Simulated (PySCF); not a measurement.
CH₂NO, doublet, geometry from GFN2-xTB; PySCF with M06/aug-cc-pVDZ.

Here is a job for PySCF.
```python
from pyscf import gto, scf, dft

mol = gto.Mole()
mol.atom = '''
    O    -0.262395    1.207920   -0.014006
    C    -0.414676    0.016799    0.000615
    N     0.434856   -0.993775    0.011091
    H     0.095012   -1.939934    0.023137
    H     1.448207   -0.867797    0.007580
'''
mol.basis = 'aug-cc-pvdz'
mol.charge = 0
mol.spin = 1
mol.verbose = 4
mol.build()

mf = dft.UKS(mol)
mf.xc = 'm06'
mf.grids.level = 1
mf.kernel()
mf.analyze()
```

### Question
What does PySCF print? Leave out banner, timings and long lists.

### Answer

```
PySCF version 2.14.0

[INPUT] verbose = 4
[INPUT] num. atoms = 5
[INPUT] num. electrons = 23
[INPUT] charge = 0
[INPUT] spin (= nelec alpha-beta = 2S) = 1
[INPUT] symmetry False subgroup None
[INPUT] Mole.unit = angstrom
[INPUT] Symbol           X                Y                Z      unit          X                Y                Z       unit  Magmom
[...]
nuclear repulsion = 64.4541773776902
number of shells = 34
number of NR pGTOs = 127
number of NR cGTOs = 87
basis = aug-cc-pvdz
ecp = {}

******** <class 'pyscf.dft.uks.UKS'> ********
method = UKS
initial guess = minao
damping factor = 0
level_shift factor = 0
DIIS = <class 'pyscf.scf.diis.CDIIS'>
diis_start_cycle = 1
diis_space = 8
diis_damp = 0
SCF conv_tol = 1e-09
SCF conv_tol_grad = None
SCF max_cycles = 50
direct_scf = True
direct_scf_tol = 1e-13
number electrons alpha = 12  beta = 11
XC library pyscf.dft.libxc version 7.1.2
    S. Lehtola, C. Steigemann, M. J. T. Oliveira, and M. A. L. Marques,  SoftwareX 7, 1–5 (2018)
XC functionals = m06
    Y. Zhao and D. G. Truhlar,  Theor. Chem. Acc. 120, 215 (2008)
    Y. Zhao and D. G. Truhlar,  Theor. Chem. Acc. 120, 215 (2008)
radial grids:
    Treutler-Ahlrichs [JCP 102, 346 (1995); DOI:10.1063/1.469408] (M4) radial grids

becke partition: Becke, JCP 88, 2547 (1988); DOI:10.1063/1.454033
pruning grids: <function nwchem_prune>
grids dens level: 1
symmetrized grids: False
atomic radii adjust function: <function treutler_atomic_radii_adjust>
small_rho_cutoff = 0
Set gradient conv threshold to 3.16228e-05
tot grids = 20424
init E= -169.58449492167

cycle= 1 E= -169.055073342597  delta_E= 0.529  |g|= 0.506  |ddm|= 1.96
cycle= 2 E= -168.492178563501  delta_E= 0.563  |g|= 1.27  |ddm|= 1.31
cycle= 3 E= -169.161722024779  delta_E= -0.67  |g|= 0.0934  |ddm|= 1.01
cycle= 4 E= -169.164059153891  delta_E= -0.00234  |g|= 0.0613  |ddm|= 0.124
cycle= 5 E= -169.16560372439  delta_E= -0.00154  |g|= 0.00835  |ddm|= 0.054
cycle= 6 E= -169.16563951706  delta_E= -3.58e-05  |g|= 0.00317  |ddm|= 0.0171
cycle= 7 E= -169.165646180993  delta_E= -6.66e-06  |g|= 0.000919  |ddm|= 0.00957
cycle= 8 E= -169.165646997581  delta_E= -8.17e-07  |g|= 0.000272  |ddm|= 0.00197
cycle= 9 E= -169.165647107828  delta_E= -1.1e-07  |g|= 0.000106  |ddm|= 0.000613
cycle= 10 E= -169.165647127358  delta_E= -1.95e-08  |g|= 3.79e-05  |ddm|= 0.000276
cycle= 11 E= -169.165647129582  delta_E= -2.22e-09  |g|= 3.02e-05  |ddm|= 0.000148
cycle= 12 E= -169.165647129944  delta_E= -3.63e-10  |g|= 8.38e-06  |ddm|= 3.11e-05
Extra cycle  E= -169.165647129943  delta_E= 1.36e-12  |g|= 1.32e-05  |ddm|= 1.57e-05
converged SCF energy = -169.165647129943  <S^2> = 0.75301733  2S+1 = 2.0030151
**** SCF Summaries ****
Total Energy =                        -169.165647129943011
Nuclear Repulsion Energy =              64.454177377690158
One-electron Energy =                 -357.360416551036508
Two-electron Energy =                  123.740592043403339
Two-electron Coulomb Energy =          145.261541218483615
DFT Exchange-Correlation Energy =      -21.520949175080279
**** MO energy ****
                             alpha | beta                alpha | beta
[...]
To work with the spin densities directly, `use mulliken_meta_spin()` only printing them here.

 ** Mulliken spin pop alpha/beta on meta-lowdin orthogonal AOs **
 ** Mulliken Spin Density (per AO)  **
spin_pop of  0 O 1s       -0.00000
spin_pop of  0 O 2s        0.00287
spin_pop of  0 O 3s        0.00087
spin_pop of  0 O 4s        0.00148
spin_pop of  0 O 2px       0.27520
spin_pop of  0 O 2py      -0.00097
spin_pop of  0 O 2pz      -0.00651
spin_pop of  0 O 3px       0.00284
spin_pop of  0 O 3py       0.00065
spin_pop of  0 O 3pz       0.00028
spin_pop of  0 O 4px       0.00047
spin_pop of  0 O 4py       0.00049
spin_pop of  0 O 4pz      -0.00002
spin_pop of  0 O 3dxy     -0.00016
spin_pop of  0 O 3dyz     -0.00009
spin_pop of  0 O 3dz^2     0.00012
spin_pop of  0 O 3dxz      0.00000
spin_pop of  0 O 3dx2-y2    0.00023
spin_pop of  0 O 4dxy      0.00000
spin_pop of  0 O 4dyz      0.00000
spin_pop of  0 O 4dz^2     0.00008
spin_pop of  0 O 4dxz     -0.00000
spin_pop of  0 O 4dx2-y2    0.00017
spin_pop of  1 C 1s       -0.00001
spin_pop of  1 C 2s        0.18972
spin_pop of  1 C 3s        0.00917
spin_pop of  1 C 4s        0.00026
spin_pop of  1 C 2px       0.35094
spin_pop of  1 C 2py       0.05344
spin_pop of  1 C 2pz       0.02300
spin_pop of  1 C 3px       0.00184
spin_pop of  1 C 3py       0.00045
spin_pop of  1 C 3pz       0.00052
spin_pop of  1 C 4px       0.00017
spin_pop of  1 C 4py       0.00005
spin_pop of  1 C 4pz      -0.00001
spin_pop of  1 C 3dxy      0.00271
spin_pop of  1 C 3dyz     -0.00009
spin_pop of  1 C 3dz^2     0.00030
spin_pop of  1 C 3dxz     -0.00038
spin_pop of  1 C 3dx2-y2    0.00012
spin_pop of  1 C 4dxy      0.00155
spin_pop of  1 C 4dyz     -0.00003
spin_pop of  1 C 4dz^2    -0.00000
spin_pop of  1 C 4dxz     -0.00001
spin_pop of  1 C 4dx2-y2    0.00038
spin_pop of  2 N 1s        0.00000
spin_pop of  2 N 2s        0.02192
spin_pop of  2 N 3s        0.00055
spin_pop of  2 N 4s        0.00337
spin_pop of  2 N 2px       0.00068
spin_pop of  2 N 2py       0.00917
spin_pop of  2 N 2pz      -0.01602
spin_pop of  2 N 3px       0.00067
spin_pop of  2 N 3py       0.00033
spin_pop of  2 N 3pz      -0.00030
spin_pop of  2 N 4px       0.00046
spin_pop of  2 N 4py       0.00059
spin_pop of  2 N 4pz       0.00004
spin_pop of  2 N 3dxy     -0.00001
spin_pop of  2 N 3dyz     -0.00001
spin_pop of  2 N 3dz^2     0.00005
spin_pop of  2 N 3dxz      0.00002
spin_pop of  2 N 3dx2-y2    0.00029
spin_pop of  2 N 4dxy     -0.00000
spin_pop of  2 N 4dyz      0.00001
spin_pop of  2 N 4dz^2     0.00001
spin_pop of  2 N 4dxz     -0.00000
spin_pop of  2 N 4dx2-y2    0.00000
spin_pop of  3 H 1s       -0.00248
spin_pop of  3 H 2s        0.00194
spin_pop of  3 H 3s        0.00073
spin_pop of  3 H 2px       0.00013
spin_pop of  3 H 2py       0.00005
spin_pop of  3 H 2pz      -0.00015
spin_pop of  3 H 3px       0.00025
spin_pop of  3 H 3py       0.00011
spin_pop of  3 H 3pz      -0.00004
spin_pop of  4 H 1s        0.06087
spin_pop of  4 H 2s        0.00403
spin_pop of  4 H 3s        0.00043
spin_pop of  4 H 2px       0.00007
spin_pop of  4 H 2py       0.00002
spin_pop of  4 H 2pz      -0.00015
spin_pop of  4 H 3px       0.00011
spin_pop of  4 H 3py       0.00022
spin_pop of  4 H 3pz      -0.00002
 ** Mulliken Spin Density (per atom)  **
spin density of  0 O =      0.27799
spin density of  1 C =      0.63409
spin density of  2 N =      0.02179
spin density of  3 H =      0.00054
spin density of  4 H =      0.06559
 ** Mulliken pop alpha/beta on meta-lowdin orthogonal AOs **
 ** Mulliken pop       alpha | beta **
In total            12.00000 | 11.00000
 ** Mulliken atomic charges   ( Nelec_alpha | Nelec_beta ) **
charge of  0O =     -0.37656  (     4.32728      4.04929 )
charge of  1C =      0.28406  (     3.17502      2.54093 )
charge of  2N =     -0.40107  (     3.71143      3.68964 )
charge of  3H =      0.26218  (     0.36918      0.36864 )
charge of  4H =      0.23139  (     0.41710      0.35151 )
Dipole moment(X, Y, Z, Debye):  1.61035, -3.48142,  0.03866
```
